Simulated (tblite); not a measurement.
C₆H₁₂GeOSi.
SMILES with atom numbers: `[CH:1]1=[CH:2][Si@@:3]2([CH2:4][CH2:5]1)[CH2:6][O:7][CH2:8][GeH2:9]2` (hydrogens: H10 on C1; H11 on C2; H12, H13 on C4; H14, H15 on C5; H16, H17 on C6; H18, H19 on C8; H20, H21 on Ge9)

Computed with GFN2-xTB (tblite), gas phase: L-BFGS steps from a force-field or distance-geometry start until the largest atomic force falls under 0.01 eV/Å.

Geometry at step 6:
```
atom  x, y, z in Å
C1     -2.4710   -0.4597   -0.5808
C2     -1.3480   -1.1221   -0.8521
Si3    -0.0347   -0.3375    0.2160
C4     -1.3104    0.3141    1.4362
C5     -2.4147    0.6371    0.4382
C6      1.4755   -1.3193    0.8040
O7      2.4267   -1.1747   -0.2214
C8      2.8124    0.1751   -0.3446
Ge9     1.2119    1.3043   -0.8250
H10    -3.4179   -0.6622   -1.0563
H11    -1.2597   -1.9079   -1.5909
H12    -1.6312   -0.4480    2.1478
H13    -1.0128    1.1786    2.0250
H14    -2.1123    1.5610   -0.0877
H15    -3.3815    0.8290    0.9161
H16     1.2637   -2.3790    0.9393
H17     1.8665   -0.8887    1.7459
H18     3.6405    0.1959   -1.0458
H19     3.2372    0.4599    0.6199
H20     1.2991    2.6785   -0.2183
H21     1.1518    1.3825   -2.3112
```

**Question.** Give the atomic forces at this geometry.

**Answer.** 
```
atom  Fx (eV/Å)  Fy (eV/Å)  Fz (eV/Å)
  C1     -0.045     -0.166     -0.024
  C2     -0.201      0.051      0.016
 Si3     -0.101     -0.153      0.105
  C4     -0.093      0.003      0.276
  C5     -0.018      0.172      0.042
  C6     -0.025     -0.065      0.251
  O7     -0.163     -0.100     -0.082
  C8      0.325      0.068      0.063
 Ge9      0.291     -0.302      0.145
 H10     -0.085      0.004     -0.086
 H11     -0.135      0.160      0.118
 H12     -0.086      0.001     -0.139
 H13     -0.056      0.110     -0.095
 H14     -0.187     -0.129      0.068
 H15      0.084     -0.122     -0.099
 H16      0.243      0.050     -0.034
 H17     -0.032     -0.278     -0.167
 H18      0.009     -0.025     -0.268
 H19      0.076      0.405      0.267
 H20      0.140      0.065     -0.188
 H21      0.057      0.252     -0.171
```

The largest, 0.49 eV/Å, acts on H19; the rms over all components is 0.155 eV/Å. The forces sum to zero within rounding, as they must for an isolated molecule in no field.

**Question.** Give the force on H19 in Eh/bohr and in nN.

**Answer.** 0.491 eV/Å ÷ 51.422 = 0.00955 Eh/bohr, and 0.491 eV/Å × 1.602 = 0.79 nN.

**Question.** How far is this geometry from the end of the optimisation?

**Answer.** 0.230 eV above it, and 0.410 Å rms away after alignment. The bonds farthest from their final lengths, with half the difference of the two atoms' forces along the bond (positive lengthens):

```csv
bond,now (Å),final (Å),force along bond (eV/Å)
Si3–Ge9,2.309,2.352,+0.04
Si3–C6,1.895,1.929,+0.03
Si3–C4,1.882,1.908,+0.08
Ge9–H21,1.489,1.506,+0.18
C8–Ge9,2.017,2.004,-0.10
C5–H14,1.105,1.094,-0.16
```

The angle farthest from its final value is H20–Ge9–H21, 110.9° against 103.8°.

Of the 6 listed bonds off by 0.010 Å or more, this force points towards the final length in 6.

The cost below is that of the whole relaxation. The run took 1.6 s on one thread of an Arm Neoverse N1, no GPU, shared host with 64 logical CPUs at a one-minute load of 60.
